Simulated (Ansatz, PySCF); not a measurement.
Reaction 2 R1 → P1, each structure at its B3LYP-D3(BJ)/def2-SVP stationary point, reached from a drawn start (curvature not checked).
R1, GaI3 (SMILES [I][Ga]([I])[I]) (charge 0, multiplicity 1, Z-matrix in Å and degrees):
```
Ga
I 1 2.4959
I 1 2.4959 2 119.99
I 1 2.4959 2 120.00 3 180.00
```
P1: Ga2I6 (SMILES [I][Ga-]1([I])[I+][Ga-]([I])([I])[I+]1), charge 0, multiplicity 1.

P less R. No zero-point or thermal terms; no spin–orbit coupling.

The values were computed with Ansatz (an electronic-structure program) with Gaussian orbitals; PySCF for the D3/D4 terms. No computed number here is a measurement. Elements past Kr take the def2 small-core potentials, without spin–orbit coupling.

Problem. What reaction energy does BLYP-D3(BJ)/def2-TZVPP give?

Solution. -0.88 eV

Problem. Give the reaction energy at the level B3LYP-D4/def2-TZVPP.

Solution. -0.90 eV

Problem. Give the reaction energy at the level PBE-D4/def2-TZVPP.

Solution. -0.97 eV
